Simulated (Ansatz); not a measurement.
# Several solutions for triplet Co(+)

A single Co atom.

Basis set: def2-SVP (spherical functions). Charge 1, multiplicity 3.

UHF was run from several starts with Ansatz (development build ahead of 0.2.0).

| run | program | start | converged | energy (hartree) | <S²> |
| --- | --- | --- | --- | --- | --- |
| A | Ansatz | stability test followed | yes | -1380.91051 | 2.00 |
| B | Ansatz | atomic start, no search | yes | -1380.89513 | 2.00 |
| C | Ansatz | search for the lowest state | yes | -1380.94574 | 3.00 |

Task: Which runs reached the lowest solution of this kind, and what is wrong with the others?

Result: C reached the lowest solution found. Converged but too high: A by 0.96 eV, B by 1.38 eV. Convergence only shows a stationary point, and even a stable one can lie too high; stability tests and further starts are what find lower ones. Caution: another spin multiplicity may lie lower. Caution: the unrestricted determinant is a mixture of spin states.
